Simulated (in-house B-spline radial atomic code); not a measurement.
Binding energies in Tm15+

NIST's tabulated ground configuration is [Kr] 4d10 4f8; each binding energy is the energy of the ion with one electron taken from that subshell, relaxed, less that of the parent. Method: Dirac-Hartree-Fock, average of configuration, Fermi nucleus of rms radius 5.2256 fm. Calculated with an all-electron radial atomic-structure program (B-spline basis). Energies include first-order Breit, QED and recoil terms.

| subshell | X-ray name | binding energy (eV) | -ε (eV) | relaxation (eV) |
| --- | --- | --- | --- | --- |
| 2s | L1 | 10470.9 | 10543.3 | 39.2 |
| 2p1/2 | L2 | 9966.4 | 10042.3 | 43.4 |
| 3s | M1 | 2660.7 | 2684.9 | 17.6 |
| 3p1/2 | M2 | 2440.4 | 2464.9 | 18.5 |
| 3p3/2 | M3 | 2232.7 | 2253.7 | 17.3 |
| 3d3/2 | M4 | 1862 | 1883.9 | 19.6 |
| 3d5/2 | M5 | 1817.7 | 1838.3 | 19.1 |
| 4s | N1 | 808.9 | 814.8 | 4.3 |
| 4p1/2 | N2 | 718.8 | 724.3 | 4.2 |
| 4p3/2 | N3 | 670 | 674.5 | 3.7 |
| 4d3/2 | N4 | 519.9 | 523.8 | 3.5 |
| 4d5/2 | N5 | 510.8 | 514.3 | 3.3 |
| 4f | N6,7 | 329.2 | 332.1 | 3.0 |

Relaxation = -ε minus the binding energy without Breit, QED and recoil terms.

Emission lines follow as differences of binding energies, with λ = 12398.42 eV·Å / E:

```json
{"line": "L2-M4", "holes": "2p1/2 → 3d3/2", "energy (eV)": "8104.4", "wavelength (Å)": "1.5298"}
{"line": "L1-M3", "holes": "2s → 3p3/2", "energy (eV)": "8238.2", "wavelength (Å)": "1.505"}
{"line": "L2-N4", "holes": "2p1/2 → 4d3/2", "energy (eV)": "9446.5", "wavelength (Å)": "1.3125"}
```

What does it cost to remove both a 2s and a 4d5/2 electron?

11028 eV, which is 46.15 eV more than the two single binding energies together.

What does it cost to remove both a 3d5/2 and a 4f electron?

2188.4 eV, which is 41.52 eV more than the two single binding energies together.

What does it cost to remove both a 3p1/2 and a 3d3/2 electron?

4374 eV, which is 71.66 eV more than the two single binding energies together.
